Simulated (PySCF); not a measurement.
Al2HO (calculated)

Computed with PySCF 2.14.0. Calculation on a computer-drawn molecule: the log of a Hartree-Fock and frozen-core CCSD(T) single point meant for a local Hartree-Fock minimum, with one planted fault or none, to be diagnosed. Offsets are logged minus clean, where the clean run is the same molecule without the fault. The reference is restricted for singlets and unrestricted otherwise, and also for a bond in bohr or an excited solution. Adding or removing an electron swaps singlet and doublet. The excited solution moves the top pair (singlet) or top alpha electron (doublet) to the lowest empty orbital. Highest occupied and lowest empty are orbital energies over both spins, largest force is the largest gradient component, triples share is (T) over the correlation energy, the T1 limit is 0.02 restricted and 0.045 unrestricted, electrons count all cores, a negative frequency is imaginary (commonest isotopes), and the dipole is about the centre of nuclear charge.

```yaml
- formula: Al2HO
  logged_structure:
    atoms_angstrom:
      - [O, 2.3256, -3.092, -0.665]
      - [Al, 2.3225, -1.6993, 0.0446]
      - [Al, 2.3178, 0.6341, 1.2344]
      - [H, 2.3149, 2.0145, 1.9384]
  given:
    meant_charge: 1
    meant_multiplicity: 1
    meant_basis: "cc-pV(D+d)Z"
    logged_electrons: 33
    logged_basis_functions: 65
    logged_SCF_converged: "yes"
    logged_spin_squared: 0.7561
    "logged_highest_occupied [eV]": -23.171
    "logged_lowest_empty [eV]": -11.448
    "logged_largest_force [hartree/bohr]": 0.10201
    logged_T1_diagnostic: 0.019873
    logged_D1_diagnostic: 0.04204
    logged_triples_share: 0.020369
    logged_CC_converged: "yes"
    "logged_dipole_magnitude [debye]": 7.6646
    logged_SCF_stable_within_its_kind: "yes"
    "logged_energy_HF [hartree]": -558.52253
    "logged_energy_CCSD(T) [hartree]": -558.76647
    possible_faults: "no fault, one electron removed, one electron added, multiplicity raised by two, geometry at a saddle point, SCF held on an excited solution, minimal basis STO-3G, one bond length entered in bohr, all coordinates scaled"
    drawn_bonds_atom: [1, 2, 3]
    drawn_bonds_other_atom: [2, 3, 4]
    drawn_bonds_order: [2, 1, 1]
  results:
    planted_fault: "one electron removed"
    "HF_energy_offset_from_clean_run [kcal/mol]": 273.1
    "CCSD(T)_energy_offset_from_clean_run [kcal/mol]": 326.6
```
